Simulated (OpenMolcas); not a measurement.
Consider [Cu2(μ-OH)2(NH3)4]2+, a planar model complex in vacuum (2 bridging OH, bridge angle 108°, metal-metal distance 3.21 Å, Cu–OH 1.99 Å; typed geometry, not optimised).

```xyz
22

Cu    -1.6067     0.0000     0.0000
Cu     1.6067     0.0000     0.0000
O      0.0000     1.1673     0.0000
H      0.0000     2.1273     0.0000
O      0.0000    -1.1673     0.0000
H      0.0000    -2.1273     0.0000
N     -3.0421     1.4354     0.0000
H     -3.3239     1.7172     0.9389
H     -2.7490     2.2922    -0.4695
H     -3.8989     1.1423    -0.4694
N     -3.0421    -1.4354     0.0000
H     -3.3239    -1.7172     0.9389
H     -3.8989    -1.1423    -0.4695
H     -2.7490    -2.2922    -0.4694
N      3.0421     1.4354     0.0000
H      3.3239     1.7172     0.9389
H      3.8989     1.1423    -0.4695
H      2.7490     2.2922    -0.4694
N      3.0421    -1.4354     0.0000
H      3.3239    -1.7172     0.9389
H      2.7490    -2.2922    -0.4695
H      3.8989    -1.1423    -0.4694
```

Give the energies of the total-spin states at CASSCF(2,2) on the singly occupied d orbitals (ANO-RCC-VDZP on Cu, O, N and ANO-RCC-VDZ on H, scalar-relativistic DKH2, RICD, no spin-orbit coupling, OpenMolcas), and the exchange constant.

Local spins 1/2 and 1/2.

| total S | E (cm⁻¹) | natural occupations, lowest and highest |
|---|---|---|
| 1 | 134.2 | 1.000, 1.000 |
| 0 | 0.0 | 0.932, 1.068 |

J = -67.1 cm⁻¹ (antiferromagnetic).

J is defined by H = −2J S1·S2, so negative values are antiferromagnetic. Wave-function values come from the highest and lowest total spin; broken-symmetry values use Yamaguchi's formula with the computed ⟨S²⟩. The active space holds the singly occupied metal orbitals alone, without bridging-ligand orbitals. No row is a measured value.
